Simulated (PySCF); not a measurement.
**Bond length, frequency and bond energy of CdBi by level of theory**

State: ⁴Σ⁻ (quartet), unpaired electrons σ ↑, π ↑↑. Set-up: Cd def2-SVP with ECP28, Bi def2-SVP with ECP60; scalar-relativistic core potentials (PySCF 2.14). De refers to Cd + Bi in their high-spin ground configurations, without counterpoise correction. The functionals are run spin-unrestricted. A positive dipole means Cd(−)Bi(+). Levels whose curve was spin-contaminated or gave no clean fit are not listed.

| Level | Re (Å) | ωe (cm⁻¹) | De (eV) | μ (D) |
| --- | --- | --- | --- | --- |
| PBE | 3.150 | 70.0 | 0.241 | -0.05 |
| revPBE | 3.242 | 57.2 | 0.130 | -0.11 |
| TPSS | 3.121 | 72.9 | 0.241 | -0.21 |
| r²SCAN | 3.093 | 76.0 | 0.248 | -0.10 |
| B3LYP | 3.236 | 56.8 | 0.128 | -0.10 |
| PBE0 | 3.130 | 68.9 | 0.196 | -0.17 |
| CAM-B3LYP | 3.178 | 57.3 | 0.114 | -0.07 |

**Question.** What does a quarter of exact exchange do here, going from PBE to PBE0?

**Answer.** PBE0 less PBE: -2.0 pm in Re, -1.6 % in ωe, -0.04 eV in De. Exact exchange removes part of the self-interaction that spreads semilocal densities, and in most molecules shortens and stiffens the bond and lowers De; so it does here.

**Question.** What does the step from GGA to meta-GGA do here, going from PBE to r²SCAN?

**Answer.** r²SCAN less PBE: -5.7 pm in Re, +8.6 % in ωe, +0.01 eV in De. 

The bond is weak. Basis-set superposition, not corrected here, can be much of De in a small basis, most of all at correlated wavefunction levels. Functionals without a dispersion term scatter widely for such bonds, and LDA overbinds them. Spin–orbit coupling is left out, which matters for elements this heavy, above all for dissociation energies. The state is the lowest determinant that a PBE0 search found; another state may lie lower at other levels.
